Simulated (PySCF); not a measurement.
C2H4BFO2.

```xyz
10

C      0.0799    -1.9722     0.0000
O     -0.8489    -0.8944     0.0000
B     -0.5528     0.4055     0.0000
F     -1.5662     1.2750     0.0000
C      0.9263     1.0741     0.0000
O      1.9686     0.4541     0.0000
H      1.1167    -1.6124     0.0000
H     -0.1045    -2.5881     0.8929
H     -0.1045    -2.5881    -0.8929
H      0.9573     2.1973     0.0000
```
Charge 0, spin multiplicity 1.

Geometry optimised at ωB97X-D3(BJ)/def2-SVP. The structure was generated by enumeration, and PubChem lists no compound with its InChIKey, so it may never have been made. The values are those of a single conformer.

Computed with PBE/pcSseg-1 (PySCF). Non-relativistic, no solvent.

Computed absolute GIAO shielding of each atom: isotropic value and principal components (ppm):
| atom | σ(iso) | σ11 | σ22 | σ33 | span |
|---|---|---|---|---|---|
| C1 | 124.5 | 90.1 | 103.0 | 180.5 | 90.3 |
| O2 | 200.3 | 52.8 | 225.2 | 322.9 | 270.1 |
| B3 | 86.5 | 62.5 | 88.3 | 108.7 | 46.2 |
| F4 | 250.3 | 60.0 | 309.6 | 381.4 | 321.3 |
| C5 | -57.4 | -157.1 | -96.0 | 80.9 | 238.1 |
| O6 | -605.1 | -1650.6 | -547.6 | 382.8 | 2033.4 |
| H7 | 25.4 | 19.8 | 25.6 | 30.7 | 10.9 |
| H8 | 27.5 | 24.0 | 25.8 | 32.8 | 8.8 |
| H9 | 27.5 | 24.0 | 25.8 | 32.8 | 8.8 |
| H10 | 19.7 | 15.7 | 19.9 | 23.5 | 7.8 |
